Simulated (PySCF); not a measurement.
Vertical excitation energies

Compound: C3H12N2Si2.
SMILES: `[SiH3]N[C@H]1CNC[SiH2]1`

Level of theory: TDDFT CAM-B3LYP/def2-SVPD, vertical, gas phase, core orbitals frozen in the response in PySCF. The structure is a single GFN2-xTB conformer in the gas phase; no vibrational or solvent corrections.

```tsv
state	E (eV)	λ (nm)	f	main configurations (H = HOMO, L = LUMO)
S1	5.68	218.3	0.010	H→L (66%), H-1→L (17%)
S2	5.87	211.3	0.0027	H→L+1 (44%), H-1→L (35%)
S3	6.35	195.3	0.064	H→L+1 (47%), H-1→L (20%), H→L+3 (11%)
S4	6.43	192.8	0.0013	H-1→L+1 (45%), H→L+3 (36%)
S5	6.57	188.7	0.042	H→L+4 (30%), H→L+3 (19%), H-1→L+1 (18%)
S6	6.81	182.1	0.030	H→L+2 (26%), H→L+5 (19%), H→L+9 (12%)
S7	6.87	180.6	0.0075	H→L+5 (23%), H-1→L+3 (17%), H→L+2 (14%)
S8	6.90	179.7	0.017	H-1→L+3 (41%), H→L+5 (17%), H-1→L+4 (15%)
```

Triplets, Tamm–Dancoff:

```json
{"state": "T1", "E (eV)": "5.45", "λ (nm)": "227.7", "main configurations (H = HOMO, L = LUMO)": "H→L (56%), H-1→L (22%)"}
{"state": "T2", "E (eV)": "5.63", "λ (nm)": "220.1", "main configurations (H = HOMO, L = LUMO)": "H→L+1 (50%), H-1→L (19%)"}
{"state": "T3", "E (eV)": "5.90", "λ (nm)": "210.1", "main configurations (H = HOMO, L = LUMO)": "H→L+1 (32%), H→L+3 (25%), H-1→L (17%)"}
```

The lowest singlet lies at 5.68 eV (218 nm, ultraviolet) and is weak; its leading configuration is HOMO→LUMO (66%). The strongest level in the table is S3 at 6.35 eV (195 nm, f = 0.064). Löwdin shares by element: HOMO nitrogen 50%, carbon 13% or more, silicon 10% or more (atoms not listed hold the other 28%); LUMO silicon 36%, hydrogen 9% or more, carbon 7% or more (atoms not listed hold the other 48%). Weighted by f, the mean energy of these states is 6.51 eV. The oscillator strengths of these states sum to 0.174; summed over the whole spectrum of an exact calculation they would give the number of electrons, 72 (Thomas–Reiche–Kuhn). Of the 8 states listed, 4 reach f = 0.01 and none stays under 0.0005. The window holds the lowest 8 singlets.

Hardware: one thread, Arm Neoverse N1 (aarch64), shared host. Cost: 2.0 min (grids of density and orbitals included), 1.2 GiB resident at most.

Without π bonds the low states are Rydberg-like; a valence basis with one diffuse set may place them up to an eV too high.
